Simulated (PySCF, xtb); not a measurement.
Si(AsH2)(F)(OH)2 (AsFH4O2Si), SMILES O[Si](O)(F)[AsH2].

xtb with GFN2-xTB at its own geometry gives an orbital gap of 5.49 eV and a dipole moment of 1.74 D.

Coordinates come from a B3LYP-D3(BJ)/def2-SVP optimisation. The structure was generated by enumeration, and PubChem lists no compound with its InChIKey, so it may never have been made. Other conformers were not sampled.

Question: What does PBE0/def2-TZVP in PySCF give? (The exact figures need the calculation; the answer reports its results.)

Answer: gap 7.98 eV (levels -7.80 and 0.18 eV), dipole 1.25 D.
